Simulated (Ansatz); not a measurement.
An input meant for [AuCl2]- (AuCl₂⁻) (charge -1, singlet; atoms displaced at random, 0.03 Å in each coordinate).

```yaml
crystal:
  periodic: [false, false, false]
  atoms:
    - {symbol: Au, position_ang: [-0.035918, -0.008424, 0.021252]}
    - {symbol: Cl, position_ang: [0.031891, 0.030704, 2.292809]}
    - {symbol: Cl, position_ang: [-0.007158, 0.014004, -2.321876]}
basis:
  gaussian: {orbitals: def2-SVP}
total_charge: 2
magnetization: {spin_polarized: true, initial_magnetization: 1}
hamiltonian: {xc: {name: B3LYP}}
scf: {omitted_lower_state_checks: [starts]}
```

```sh
$ ansatz run in.yaml --threads 4 --pin off --events-out ev --progress --plain --max-ram 3916MiB
```

Shortened log:

```
Functional definition: B3LYP
642 factors; integrals over basis functions are off by at most 4.4e-4 eV
mean field evaluation 1: about -28691.6309 eV, gradient 4.7e1 eV
mean field evaluation 2: about -28592.3218 eV, gradient 1.5e2 eV
mean field evaluation 4: about -28692.9528 eV, gradient 3.8e1 eV
mean field evaluation 8: about -28703.3823 eV, gradient 1.4e1 eV
mean field evaluation 16: about -28705.2524 eV, gradient 1.9e0 eV
mean field evaluation 32: about -28705.4108 eV, gradient 4.0e-1 eV
mean field evaluation 64: about -28705.4133 eV, gradient 1.1e-1 eV
mean field evaluation 96: about -28705.4137 eV, gradient 9.0e-5 eV
mean field -28705.41365876 eV, -1054.9044947313 hartree, gradient 1.0e-6 eV, S^2 1.661814; 1 other end points of the search recorded, 0 dependent functions left out
reference -28705.41387241 eV, -1054.9045025825 hartree; 26, 25 occupied and 42, 43 virtual orbitals, 642 factors
Total energy: -28705.41387241 eV, -1054.9045025825 hartree
Checks for a lower state left out: starts
```

In this input the charge is far from what the species holds (2 typed, -1 meant). The run converged. The result belongs to that input, not to the species as meant.

In the def2 sets Au takes a core potential; there is no spin–orbit coupling. B3LYP takes the VWN-RPA correlation. The charge 2 doublet is spin-contaminated (final ⟨S²⟩ up to 1.66, 0.75 for a pure state).
